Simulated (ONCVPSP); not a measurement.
## rhenium (Re): one change to an ONCV potential, before and after

| Quantity | Value |
| --- | --- |
| Element | Re |
| Generator | ONCVPSP 4.0.1 |
| Type | optimised norm-conserving Vanderbilt (ONCV) |
| Functional | BLYP |
| Relativity | scalar-relativistic |
| Frozen core | [Kr] 4d10 4f14 |
| Valence charge | 15 |
| Reference configuration | 5s2 5p6 5d5 6s1.5 6p0.5 |
| Partial waves | 5s+6s: rc 1.80 bohr, ncon 4, nbas 8, qcut 6.6 1/bohr, 3 projectors, debl 2.2 Ha; 5p+6p: rc 1.60 bohr, ncon 4, nbas 9, qcut 10.1 1/bohr, 2 projectors; 5d: rc 1.95 bohr, ncon 3, nbas 8, qcut 7.8 1/bohr, 1 projector |
| Local potential | polynomial inside 1.00 bohr (lpopt 4, dvloc0 0 Ha) |
| Core correction | Teter function, fcfact 4.25, rcfact 1.6 |

Change: s: qcut 6; p: qcut 9.2; d: qcut 7.1.

Cutoffs: the cutoffs (Ha) at which the residual kinetic energy of the hardest occupied pseudo-wave falls to 1 and 0.1 mHa per electron; they do not see the model core or the augmentation charge, which bear on the density cutoff. Errors are all-electron minus pseudo energies relative to the spin-unpolarised reference configuration.

What does the change do?

The potential gets softer (30 Ha and 37 Ha → 27 Ha and 33 Ha); the errors of the 4 common tests hardly move; neither file shows a bound ghost.

| quantity | base | changed |
| --- | --- | --- |
| cutoff, loose | 30 Ha | 27 Ha |
| cutoff, tight | 37 Ha | 33 Ha |
| loose cutoff by channel | s 16 Ha, p 30 Ha, d 16 Ha | s 14 Ha, p 27 Ha, d 16 Ha |
| bound ghosts | none | none |
| GHOST(+) flags under 300 eV | s at 258.1 eV | s at 249.3 eV |
| error for 5s2 5p6 5d5 6s2 6p0, meV [ΔE -2.33 eV] | +0.2 | +0.2 |
| error for 5s2 5p6 5d5 6s1 6p0, meV [ΔE 6.86 eV] | -3.3 | -3.4 |
| error for 5s2 5p6 5d5 6s0 6p0, meV [ΔE 23.25 eV] | -17 | -18 |
| error for 5s2 5p5 5d5 6s2 6p0, meV [ΔE 50.42 eV] | -103 | -110 |
| s: phases at 1.83 bohr within 0.05 rad from the reference energy up to (Ha; the scan ends near 5) | to the end of the scan | to the end of the scan |
| p: phases at 1.62 bohr within 0.05 rad from the reference energy up to (Ha; the scan ends near 5) | to the end of the scan | to the end of the scan |
| d: phases at 1.97 bohr within 0.05 rad from the reference energy up to (Ha; the scan ends near 5) | 2.0 | 2.1 |
| rms error of d²Exc/dni dnj with the model core, mHa | 1.47 | 1.53 |
